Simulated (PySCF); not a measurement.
Molecule: SMILES C(OC(C)=O)(C)(C)C, C6H12O2.

Numbering as in the mapped SMILES `[CH3:1][C:2](=[O:3])[O:4][C:5]([CH3:6])([CH3:7])[CH3:8]`. Hydrogens are named by the atom that carries them.

Geometry PBE0-D3(BJ)/def2-SVP throughout; GIAO in PySCF 2.14, gas phase, one conformer, non-relativistic; equivalent atoms averaged; functional PBE0.

**Question.** How do the shifts δ (against TMS, H2O at the same level) depend on the basis set? (ppm; last column core-seconds on shared hosts with different chips, so compare them loosely)

**Answer.** 
| basis set | functions | C2 | C5 | C6/C7/C8 | C1 | O3 | O4 | H(C1) | H(C6)/H(C7)/H(C8) | core-s |
| --- | --- | --- | --- | --- | --- | --- | --- | --- | --- | --- |
| STO-3G | 52 | 112.8 | 64.8 | 23.8 | 21.6 | 398.7 | 123.1 | 1.84 | 1.15 | 5.3 |
| pcSseg-0 | 96 | 184.1 | 78.9 | 31.1 | 27.5 | 484.5 | 250.8 | 2.29 | 1.60 | 12 |
| 6-31G | 96 | 164.7 | 75.4 | 28.1 | 24.0 | 417.2 | 225.7 | 2.13 | 1.65 | 11 |
| 6-31G* | 136 | 158.9 | 73.3 | 26.8 | 21.5 | 384.7 | 213.8 | 1.77 | 1.43 | 18 |
| cc-pVDZ | 172 | 164.3 | 77.0 | 28.0 | 21.7 | 413.9 | 237.0 | 1.72 | 1.36 | 28 |
| def2-SVP | 172 | 163.7 | 73.5 | 27.0 | 20.5 | 414.1 | 233.7 | 1.71 | 1.32 | 25 |
| pcSseg-1 | 196 | 174.0 | 78.0 | 28.3 | 23.3 | 444.3 | 256.6 | 1.94 | 1.43 | 27 |
| 6-311+G(2d,p) | 288 | 172.3 | 78.1 | 27.1 | 21.9 | 420.8 | 247.6 | 1.84 | 1.37 | 48 |
| aug-cc-pVDZ | 292 | 168.6 | 77.3 | 26.7 | 21.1 | 401.1 | 235.9 | 1.93 | 1.46 | 64 |
| def2-TZVP | 320 | 173.8 | 79.7 | 27.9 | 22.2 | 429.5 | 253.1 | 1.82 | 1.38 | 76 |

**Question.** Which nucleus moves most, in ppm?

**Answer.** O4 (ester alkoxy oxygen): from 123.1 ppm with STO-3G to 256.6 ppm with pcSseg-1. The smallest spread is 0.50 ppm, at H(C6)/H(C7)/H(C8). Proton shifts span only some 12 ppm, so a few tenths of a ppm matter as much there as several ppm in carbon.

**Question.** Taking the largest basis, def2-TZVP (320 functions), as the yardstick, rank the others by their worst heavy-atom deviation.

**Answer.** 6-311+G(2d,p) 8.7 ppm (288 functions), pcSseg-1 14.8 ppm (196 functions), cc-pVDZ 16.1 ppm (172 functions), def2-SVP 19.3 ppm (172 functions), 6-31G 27.3 ppm (96 functions), aug-cc-pVDZ 28.5 ppm (292 functions), 6-31G* 44.8 ppm (136 functions), pcSseg-0 55.0 ppm (96 functions), STO-3G 130.0 ppm (52 functions).

A small basis that lands close on one nucleus may do so by chance; judge by the trend and by all nuclei.
